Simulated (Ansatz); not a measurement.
Reaction (cleavage of the Ge–Ge bond): `[OH][GeH2][GeH2][F]` + NH₃ → `[NH2][GeH2][OH]` + `[F][GeH3]`

Program: Ansatz. Geometries: PBE0-D4/def2-TZVP. ΔE: electronic, gas phase. CBS: MP2 limit from def2 TZ/QZ plus the TZ coupled-cluster correction, frozen cores. This one scheme is used for every species. DFT in def2-TZVPP. B3LYP here is the variant with VWN-RPA as its local correlation; programs differ in this. For Ge outer-core shells are correlated without core-valence functions, which leaves a few kJ/mol of doubt a bond. Scalar relativity is left out up to krypton. One conformer a species, not always the lowest.

```json
{"level": "PBE-D4", "ΔE (eV)": "0.26"}
{"level": "r2SCAN-D4", "ΔE (eV)": "0.16"}
{"level": "ωB97X-V", "ΔE (eV)": "0.09"}
{"level": "ωB97M-V", "ΔE (eV)": "0.12"}
{"level": "r2SCAN", "ΔE (eV)": "0.15"}
{"level": "B3LYP", "ΔE (eV)": "0.16"}
{"level": "HF/def2-QZVPP", "ΔE (eV)": "-0.05"}
{"level": "SCS-MP2/def2-QZVPP", "ΔE (eV)": "0.03"}
```

Question: What does CCSD(T)/CBS give? (An estimate is asked.)

Answer: Computed: +0.11 eV. The listed levels differ from it by 0.15, 0.05, -0.02, 0.01, 0.04, 0.05, -0.16, -0.08 eV.

Largest T1 diagnostic among the species: 0.012.

In def2-TZVPP, CCSD(T) changes the Hartree–Fock value by +0.13 eV (the triples alone add +0.01 eV) and MP2 by +0.10 eV. From PBE to PBE0 (25 % exact exchange), in def2-TZVPP and without D4, ΔE moves by −0.06 eV.
